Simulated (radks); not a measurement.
Results of a calculation; reference values are marked as such.
Question: The iridium ion Ir4.5+, configuration [Kr] 4d10 4f14 5s2 5d(up 3, down 3) 5p(up 2.25, down 2.25) (fractional occupations, a model configuration). Code: a radial shooting solver on a logarithmic mesh with Libxc functionals. Model: scalar-relativistic Kohn-Sham, r2SCAN, spin-polarised, spherical densities, finite nucleus; meta-GGA in the generalised Kohn-Sham scheme; Fermi nuclear charge, rms radius 5.4032 fm. Some entries of the table are withheld. Estimate them.

| orbital | occ. | eigenvalue (hartree) | <1/r> (bohr^-1) | r(max) (bohr) |
|---|---|---|---|---|
| 1s | 2 | -2802.529 | 92.15 | 0.01082 |
| 2s | 2 | -493.1204 | 21.61 | 0.06228 |
| 2p | 6 | -428.6539 | 19.36 | 0.05138 |
| 3s | 2 | -117.4284 | 8.018 | 0.1755 |
| 3p | 6 | -98.49062 | 7.346 | 0.1744 |
| 3d | 10 | -77.59118 | 6.916 | 0.1422 |
| 4s | 2 | -27.02288 | 3.414 | 0.3973 |
| 4p | 6 | -20.78428 | 3.095 | 0.4173 |
| 4d | 10 | -13.07693 | (1) | 0.4263 |
| 5s | 2 | -5.80500 | 1.389 | 0.8876 |
| 4f | 14 | -4.51976 | (2) | 0.3959 |
| 5p | 4.5 | -4.14901 | 1.195 | 0.9929 |
| 5d | 6 | -2.19005 | 0.9063 | 1.221 |

Answer: 
(1) 4d <1/r> (bohr^-1): 2.766
(2) 4f <1/r> (bohr^-1): 2.324
